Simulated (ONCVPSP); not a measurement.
**strontium (Sr): excitation energies, all-electron against ONCV**

Sr, optimised norm-conserving Vanderbilt (ONCV), made with ONCVPSP 4.0.1 (PBEsol, scalar-relativistic). Core [Ar] 3d10, reference 4s2 4p6 5s1.5 5p0.5. Waves: 4s+5s: rc 2.20 bohr, ncon 4, nbas 7, qcut 6.9 1/bohr, 3 projectors, debl 2.5 Ha; 4p+5p: rc 2.10 bohr, ncon 4, nbas 7, qcut 5.4 1/bohr, 2 projectors; d scattering state at 0.11 Ha: rc 2.00 bohr, ncon 5, nbas 9, qcut 4.7 1/bohr, 2 projectors, debl 1.9 Ha. Local part: polynomial inside 1.65 bohr (lpopt 5, dvloc0 3 Ha). Core correction: polynomial model core, fcfact 0.25.

In the d channel the program set the typed energies aside and used 0.050, 1.950 Ha.

Energies are relative to the spin-unpolarised reference configuration 4s2 4p6 5s1.5 5p0.5; without spin polarisation the order of configurations can differ from experiment.

(1) Give the all-electron excitation energy and the error of the potential for: 4s2 4p6 5s2 5p0; 4s2 4p6 5s1 5p0; 4s2 4p6 5s0 5p0; 4s2 4p6 4d0.5 5s1.5 5p0.

Levels in the configuration 4s2 4p6 4d0.5 5s1.5 5p0:

```csv
level,all-electron (eV),pseudo (eV)
4s,-40.279,-40.292
4p,-22.260,-22.265
5s,-3.378,-3.378
4d,-1.036,-1.035
```

## Answers

(1)

```
  valence configuration  charge  ΔE all-electron (eV)  error AE − PS (meV)
        4s2 4p6 5s2 5p0       0                -1.145                  0.0
        4s2 4p6 5s1 5p0      +1                 4.751                 -0.4
        4s2 4p6 5s0 5p0      +2                15.646                 -1.8
4s2 4p6 4d0.5 5s1.5 5p0       0                 0.003                 -1.1
```
